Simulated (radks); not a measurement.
Question: Dipole-allowed excitations along the series with 4 electrons in [He] 2s2. Method: non-relativistic Kohn-Sham, PBE, spin-polarised, spherical densities, point nucleus; computed with a radial shooting solver on a logarithmic mesh with Libxc functionals. Time-dependent linear response with the Hartree and adiabatic LDA kernel, continuum included through the Sternheimer equations. Lines are the poles of the dipole polarisability below minus the highest occupied eigenvalue, found on a grid refined at the orbital gaps; the lowest seven at most are given, and weak or close lines can be missed. The first line takes the name of the lowest orbital gap if no other gap lies below it; otherwise a line is named after a gap within 0.6 % of it, if that gap stands alone.

species  -e(HOMO) (eV)  lowest orbital gap (eV)  first line (eV)      f  strongest line (eV)  its f  static alpha (bohr^3)
B+              19.505              2s-2p 6.139    8.684 (2s-2p)   1.00            the first   1.00                  10.54
C2+             40.361              2s-2p 8.594   12.077 (2s-2p)  0.749            the first  0.749                  4.166
N3+             68.081             2s-2p 11.004   15.357 (2s-2p)  0.598            the first  0.598                  2.064
O4+             102.64             2s-2p 13.388   18.582 (2s-2p)  0.498            the first  0.498                  1.172
F5+             144.01             2s-2p 15.755   21.775 (2s-2p)  0.427  94.775 (unassigned)  0.445                 0.7284

Estimate the first line of Be, its oscillator strength and the static polarisability.

Answer: 4.890 eV (2s-2p), f = 1.29, alpha = 42.66 bohr^3. Measured (NIST Handbook of Basic Atomic Spectroscopic Data, term average): 2s-2p 5.277 eV.
